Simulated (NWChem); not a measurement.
Species: Si₂H₃, doublet; SMILES [Si][SiH3]

Computed with NWChem. Spin-unrestricted. In the optimisation the excess spin sits in a" (Cs, its own frame). All runs use the structure optimised with PBE0/def2-SVP, spin-unrestricted. No stability test was run on the SCF state. Total energies of different functionals are on different scales.

```tsv
level	energy (Ha)	highest occupied level (eV)	lowest empty minus highest occupied level, either spin (eV)	dipole (D)	<S²>
B3LYP/def2-SVP	-580.5420	-5.38	1.83	0.29	0.753
PBE/def2-SVP	-580.1925	-4.66	0.34	0.17	0.754
BP86/def2-SVP	-580.5539	-4.74	0.33	0.18	0.753
PW6B95/def2-SVP	-581.0179	-5.62	2.23	0.31	0.753
OLYP/def2-SVP	-580.4948	-4.46	0.39	0.19	0.754
HCTH/407/def2-SVP	-580.5642	(withheld)	(withheld)	0.19	0.756
B97-2/def2-SVP	-580.5240	-5.40	1.92	0.23	0.754
N12/def2-SVP	-580.4347	-4.31	0.23	0.17	0.752
B3PW91/def2-SVP	-580.4393	-5.56	1.88	0.22	0.754
```

Task: Some entries are withheld; supply them.

Result: 
- HCTH/407/def2-SVP, highest occupied level (eV): -4.83
- HCTH/407/def2-SVP, lowest empty minus highest occupied level, either spin (eV): 0.44
